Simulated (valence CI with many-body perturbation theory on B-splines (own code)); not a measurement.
**Energy levels of S9+**

Calculated by configuration interaction combined with many-body perturbation theory (CI+MBPT): five valence electrons over a frozen Dirac-Fock core [He], radial functions for each j: 11 s, 11 p, 10 d, 8 f, 5 g, 2 h, with the one-electron correlation potential Σ1, the two-electron term Σ2, the three-electron term Σ3, Breit, model QED; selected CI, second order for the rest, scaled by the run's own slope (own B-spline code, finite nucleus).

No measured levels were compared; by estimate levels of excited configurations hold to 0.05 to 0.15 % of their energy, terms of the ground configuration to about 0.5 %. Among the levels kept, up to 5000 cm⁻¹ of a level comes from second order outside the variational space, and about a tenth of that is noise between levels of different J, which matters for small intervals.

Levels 1 to 45 of 192, with energies above the lowest level, 2s²2p³ ⁴S°_3/2. "Leading %" is the weight of the configuration and term that name the level; weights of strongly mixed levels are sums over their largest components and can fall short. In the jj column 3d3/2^4 stands for four electrons in 3d with j = 3/2. Lifetimes count E1, E2, E3, M1 and M2 decay at the calculated energies, and are blank where another channel may lead or the interval is too uncertain; long ones can be off by a factor of two.

```csv
No.,Configuration,Term,J,E (cm⁻¹),Leading %,Leading jj,Lifetime
1,2s²2p³,⁴S°,3/2,0,99,2s^2 2p1/2 2p3/2^2 (54 %),
2,2s²2p³,²D°,3/2,82731,96,2s^2 2p1/2 2p3/2^2 (44 %),66.4 ms
3,2s²2p³,²D°,5/2,83858,100,2s^2 2p1/2 2p3/2^2 (100 %),2.63 s
4,2s²2p³,²P°,1/2,127380,98,2s^2 2p1/2 2p3/2^2 (98 %),5.07 ms
5,2s²2p³,²P°,3/2,129200,94,2s^2 2p3/2^3 (66 %),2.09 ms
6,2s2p⁴,⁴P,5/2,378560,99,2s 2p1/2^2 2p3/2^2 (70 %),201 ps
7,2s2p⁴,⁴P,3/2,385480,100,2s 2p1/2 2p3/2^3 (87 %),190 ps
8,2s2p⁴,⁴P,1/2,389020,99,2s 2p3/2^4 (41 %),184 ps
9,2s2p⁴,²D,3/2,521190,99,2s 2p1/2 2p3/2^3 (63 %),72.3 ps
10,2s2p⁴,²D,5/2,521290,99,2s 2p1/2 2p3/2^3 (70 %),74.9 ps
11,2s2p⁴,²S,1/2,609490,96,2s 2p1/2^2 2p3/2^2 (71 %),38.3 ps
12,2s2p⁴,²P,3/2,637540,99,2s 2p1/2^2 2p3/2^2 (51 %),18.3 ps
13,2s2p⁴,²P,1/2,646360,96,2s 2p1/2 2p3/2^3 (63 %),18.5 ps
14,2p⁵,²P°,3/2,991770,97,2p1/2^2 2p3/2^3 (97 %),28.5 ps
15,2p⁵,²P°,1/2,1002900,97,2p1/2 2p3/2^4 (97 %),27.9 ps
16,2s²2p²3s,⁴P,1/2,2087500,95,2s^2 2p1/2^2 3s (54 %),8.89 ps
17,2s²2p²3s,⁴P,3/2,2092100,96,2s^2 2p1/2 2p3/2 3s (91 %),8.87 ps
18,2s²2p²3s,⁴P,5/2,2098300,96,2s^2 2p3/2^2 3s (56 %),8.92 ps
19,2s²2p²3s,²P,1/2,2112600,96,2s^2 2p1/2 2p3/2 3s (73 %),2.93 ps
20,2s²2p²3s,²P,3/2,2120100,94,2s^2 2p1/2 2p3/2 3s (51 %),2.94 ps
21,2s²2p²3s,²D,5/2,2160400,96,2s^2 2p1/2 2p3/2 3s (56 %),4.81 ps
22,2s²2p²3s,²D,3/2,2160700,95,2s^2 2p1/2 2p3/2 3s (52 %),4.77 ps
23,2s²2p²3p,²S°,1/2,2182800,90,2s^2 2p1/2 2p3/2 3p1/2 (27 %),1.01 ns
24,2s²2p²3p,⁴D°,1/2,2191600,93,2s^2 2p1/2^2 3p1/2 (40 %),843 ps
25,2s²2p²3p,⁴D°,3/2,2194000,92,2s^2 2p1/2 2p3/2 3p1/2 (54 %),692 ps
26,2s²2p²3p,⁴D°,5/2,2198400,93,2s^2 2p1/2 2p3/2 3p3/2 (71 %),711 ps
27,2s²2p²3p,⁴D°,7/2,2204000,96,2s^2 2p3/2^2 3p3/2 (56 %),846 ps
28,2s²2p²3p,⁴P°,1/2,2204300,93,2s^2 2p1/2 2p3/2 3p1/2 (42 %),130 ps
29,2s²2p²3p,⁴P°,3/2,2205200,87,2s^2 2p1/2 2p3/2 3p1/2 (26 %),121 ps
30,2s²2p²3p,⁴P°,5/2,2208900,85,2s^2 2p1/2 2p3/2 3p3/2 (38 %),136 ps
31,2s²2p²3p,²D°,3/2,2217100,94,2s^2 2p1/2 2p3/2 3p3/2 (66 %),618 ps
32,2s²2p²3p,²D°,5/2,2225200,88,2s^2 2p3/2^2 3p3/2 (64 %),499 ps
33,2s²2p²3p,⁴S°,3/2,2226400,82,2s^2 2p1/2 2p3/2 3p3/2 (29 %),21.1 ps
34,2s²2p²3s,²S,1/2,2227400,93,2s^2 2p3/2^2 3s (70 %),5.06 ps
35,2s²2p²3p,²P°,3/2,2236100,95,2s^2 2p1/2 2p3/2 3p3/2 (41 %),127 ps
36,2s²2p²3p,²P°,1/2,2236300,94,2s^2 2p3/2^2 3p3/2 (50 %),136 ps
37,2s²2p²3p,²F°,5/2,2268400,96,2s^2 2p1/2 2p3/2 3p1/2 (39 %),259 ps
38,2s²2p²3p,²F°,7/2,2270500,97,2s^2 2p1/2 2p3/2 3p3/2 (57 %),256 ps
39,2s2p³3s,⁶S°,5/2,2274800,99,2s 2p1/2 2p3/2^2 3s (55 %),8.47 ns
40,2s²2p²3p,²D°,3/2,2289700,90,2s^2 2p1/2 2p3/2 3p1/2 (34 %),134 ps
41,2s²2p²3p,²D°,5/2,2289700,94,2s^2 2p1/2 2p3/2 3p3/2 (57 %),147 ps
42,2s²2p²3p,²P°,1/2,2304000,97,2s^2 2p1/2 2p3/2 3p3/2 (81 %),59.2 ps
43,2s²2p²3p,²P°,3/2,2309200,92,2s^2 2p3/2^2 3p3/2 (57 %),56.0 ps
44,2s²2p²3d,⁴F,3/2,2318500,94,2s^2 2p1/2^2 3d3/2 (46 %),107 ps
45,2s²2p²3d,⁴F,5/2,2320700,92,2s^2 2p1/2 2p3/2 3d3/2 (53 %),97.0 ps
```

The ionisation energy to 2s²2p² ³P0 of the next ion comes out as 447.53 eV (NIST: 447.7 ± 0.3 eV (semi-empirical)). All 192 levels together are meant to be complete up to 2810100 cm⁻¹.
